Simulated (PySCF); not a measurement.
C2H8GaN, SMILES [CH3][Ga]([CH3])[NH2].

Geometry optimised at TPSSh-D3(BJ)/def2-SVP. The isomer is the one that the SMILES or the coordinates give; other isomers of the formula were not compared. Other conformers were not sampled.

The numbers are results of ωB97X/def2-TZVP (PySCF), not measurements.

The molecule is in vacuum.

The total energy is -2060.72849 hartree and the point group comes out as C2v. The highest occupied level is -9.48 eV. The lowest empty level is 2.04 eV and the orbital gap is 11.52 eV. The dipole moment comes out as 0.31 D and the quadrupole, principal values (traceless, Buckingham form, about the centre of nuclear charge) is -1.88, -0.17, 2.05 D·Å. The mean static polarisability comes out as 60.2 bohr³ (8.91 Å³). The polarisability, principal values is 48.6, 64.6, 67.3 bohr³.
